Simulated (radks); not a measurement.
Initial-state core-level shifts of the samarium ion Sm3+ when its valence configuration changes from [Xe] 4f5. Calculated with a radial shooting solver on a logarithmic mesh with Libxc functionals: scalar-relativistic Kohn-Sham, PBE, spin-polarised, spherical densities, point nucleus; open shells are filled with parallel spins first (spin-orbit coupling, left out, can overturn this in heavy ions). Shifts are changes of the shell-averaged eigenvalues in eV (positive: less bound).

valence,2s,2p,3s,3p
4f4.5 6s0.5,-5.817,-5.759,-6.350,-6.338
4f4 5d1,-8.633,-8.514,-9.848,-9.822
4f4.5 5d0.5,-4.206,-4.149,-4.790,-4.777
4f3 5d2,-18.085,-17.826,-20.703,-20.645
4f3 5d1 6p1,-22.719,-22.454,-25.247,-25.190
4f4.5 6p0.5,-6.362,-6.303,-6.895,-6.883
4f3.5 5d1 6s0.5,-14.985,-14.797,-16.832,-16.791
4f4 6p1,-13.074,-12.950,-14.190,-14.164
4f3 5d1 6s0.5 6p0.5,-22.189,-21.925,-24.714,-24.656
